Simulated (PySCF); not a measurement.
## Structure from 2D NMR

Compound of formula C7H7N2P. Correlations simulated from computed shifts and the bond graph:

HSQC (one-bond C–H):
```csv
δH,δC
8.56,128.2
7.81,122.5
6.65,115.8
6.54,109.0
2.83,20.8
```

COSY cross peaks (H two or three bonds apart, from the bond graph; peaks can be absent where the dihedral angle is near 90°):
```csv
δH,δH
8.56,6.54
7.81,6.65
6.65,6.54
```

HMBC (two and three bonds, from the bond graph):
```csv
δH,δC
8.56,"160.2, 115.8, 109.0"
7.81,"160.2, 115.8, 109.0"
6.65,"160.2, 128.2, 122.5, 109.0"
6.54,"128.2, 122.5, 115.8"
2.83,172.9
```

Carbons without hydrogens: δ 172.9, 160.2.

Method: NMR shieldings at KT2/pcSseg-1/GIAO, geometry from PBE0-D3(BJ)/def2-SVP, in PySCF 2.14.0 with density-fitted response routines (one conformer, fast rotation and ring inversion assumed for equivalent nuclei, in vacuum, no relativistic terms).

δ = σ(ref) − σ, references computed at the same level: 1H, 13C against TMS.

Exchangeable hydrogens are left out of these lists.

Task: Work out the connectivity.

Result: 2-methyl-[1,2,4]diazaphospholo[1,5-a]pyridine (c1cccn2nc(C)pc21).

Atoms are numbered as in `[CH3:1][c:2]1[n:3][n:4]2[cH:5][cH:6][cH:7][cH:8][c:9]2[p:10]1`; H(Xn) means a hydrogen on atom n.

1. δC 172.9 is C2, a substituted aromatic carbon next to a ring nitrogen.
2. δC 160.2 is C9, a ring-fusion aromatic carbon.
3. δC 128.2 is C5, an aromatic CH next to a ring nitrogen (δH 8.56).
4. δC 122.5 is C8, an aromatic CH (δH 7.81).
5. δC 115.8 is C7, an aromatic CH (δH 6.65).
6. δC 109.0 is C6, an aromatic CH (δH 6.54).
7. δC 20.8 is C1, a methyl carbon on an aromatic ring (δH 2.83).
8. HMBC from δH 8.56 reaches the proton-free carbon C9.
9. HMBC from δH 7.81 reaches the proton-free carbon C9.
10. HMBC from δH 6.65 reaches the proton-free carbon C9.
11. HMBC from δH 2.83 reaches the proton-free carbon C2.
12. COSY links 8.56–6.54, 7.81–6.65, 6.65–6.54.

The shifts were computed for this structure.

Shifts are as computed. Against solution values, carbons near 30 ppm lie about +2 ppm off and those near 130 ppm about -5 ppm. Of 1211 compounds with measured shifts, 218 miss one by over three times the rms of a fit or turn the order of signals round; such compounds aren't used in these exercises.
